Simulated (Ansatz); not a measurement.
BBr2 (SMILES Br[B]Br) moved off its minimum; all values from Ansatz (a program for electronic structure), cores frozen in correlated methods. Open shells are unrestricted.
(charge 0, multiplicity 2)
```xyz
3

Br    -1.3716    -0.1637     0.0094
B     -0.0234     0.7903     0.0856
Br     1.6747    -0.1091     0.1232
```

Forces at wB97M-V/def2-TZVPP (eV/Å):

| atom | Fx | Fy | Fz |
|---|---|---|---|
| Br1 | -6.940 | -3.935 | -0.365 |
| B2 | 6.488 | 3.399 | 0.334 |
| Br3 | 0.452 | 0.536 | 0.032 |

Task: Give the forces (eV/Å), the total energy and the dipole at CCSD(T)/aug-cc-pVTZ.

Result: 
```
atom      Fx      Fy      Fz
----  ------  ------  ------
Br1   -7.411  -4.194  -0.390
B2     6.734   3.718   0.352
Br3    0.677   0.475   0.038
```
Energy -5170.0412 hartree, dipole 1.39 D.
